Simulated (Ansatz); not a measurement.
Reactions of C5H10O3 (`CCCOC(=O)OC`).

Program: Ansatz. Geometries: PBE0-D4/def2-TZVP. ΔE: electronic, gas phase. CBS: MP2 limit from def2 TZ/QZ plus the TZ coupled-cluster correction, frozen cores. This one scheme is used for every species. Elements past krypton have def2 core potentials. For Sn outer-core shells are correlated without core-valence functions, which leaves a few kJ/mol of doubt a bond. Each species was taken in one conformer, which may not be the lowest.

Order these by ΔE at CCSD(T)/CBS, lowest first. (Estimate.)
A. `CCCOC(=O)OC` + `C[S][SnH3]` → `C[S][SnH2][CH3]` + `CCOC(=O)OC`
B. `CCCOC(=O)OC` + `N[SiH3]` → `CCN[SiH3]` + dimethyl carbonate
C. `CCCOC(=O)OC` + `CCCl` → `CCCOC(=O)CCCl` + CH₃OH
D. `CCCOC(=O)OC` + H₂ → `CCOC(=O)OC` + CH₄
E. `CCCOC(=O)OC` → `OCC1OCCCO1`

D (-67.8 kJ/mol), A (-35.4 kJ/mol), C (+25.6 kJ/mol), B (+44.5 kJ/mol), E (+91.4 kJ/mol).

Largest T1 diagnostic: 0.013, for `COC(=O)OC`.
